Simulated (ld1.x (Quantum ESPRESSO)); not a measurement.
Before and after: TM potential for W (Z = 74)

ld1.x (Quantum ESPRESSO) 7.5 input, shortened:

```
&input
   title='W', zed=74., rel=1, dft='PBE', iswitch=3,
   config='[Xe] 4f14 5d4 6s0 6p0'
 /
 &inputp
   pseudotype=2, tm=.true., lloc=0,
   nlcc=.true., new_core_ps=.true., rcore=0.80
 /
3
5P  2  1   6.00   0.00  1.60  1.60  0.0
5D  3  2   4.00   0.00  1.70  1.70  0.0
5S  1  0   2.00   0.00  1.45  1.45  0.0
 &test
   configts(1)='5s2 5p6 5d4 6s0 6p0'
 /
```

All-electron outer shells of the reference configuration (PBE, scalar-relativistic, ld1.x):

```csv
shell,level (eV),outermost node (bohr),outermost maximum (bohr)
5s,-95.15,0.53,0.96
5p,-59.30,0.57,1.09
4f,-49.29,–,0.43
5d,-19.88,0.63,1.47
6s,-19.28,1.27,2.48
6p,-12.99,1.51,3.11
```

Change: reference 5s2 5p6 5d4 6s2 6p0 (6s counted twice).

Cutoffs: the cutoffs (Ry, on a coarse ladder) from which the occupation-weighted sum of valence levels, in a spherical-Bessel basis at the reference potential, stays within 10 and 1 mRy of its value at 400 Ry; they do not see the model core or the augmentation charge, which bear on the density cutoff. Errors are all-electron minus pseudo energies relative to the spin-unpolarised reference configuration.

Question: What does the change do?

Answer: The potential gets neither clearly harder nor softer (80 Ry and 120 Ry → 80 Ry and 120 Ry); the miss of the reference levels goes from 0.00 to 0.58 eV; the range in which the s phases agree widens (upper end -2.0 → -0.8); the range in which the p phases agree widens (upper end 1.5 → 2.7); neither file shows a bound ghost. In the changed file ld1.x takes every shell without a wave as core, so the model core holds the 6s electrons as well and exchange and correlation see them twice. This cancels in the reference configuration, but the file is broken for other ones, and its errors say nothing about a proper core correction.

```tsv
quantity	base	changed
cutoff, loose	80 Ry	80 Ry
cutoff, tight	120 Ry	120 Ry
bound ghosts	none	none
largest miss of a reference level, eV	0.00	0.58
largest error over its own tests, meV	+1686	-3187
s: phases at 1.85 bohr within 0.05 rad from the reference energy up to (Ry; the scan ends near 5)	-2.0	-0.8
p: phases at 1.85 bohr within 0.05 rad from the reference energy up to (Ry; the scan ends near 5)	1.5	2.7
d: phases at 1.85 bohr within 0.05 rad from the reference energy up to (Ry; the scan ends near 5)	to the end of the scan	to the end of the scan
```
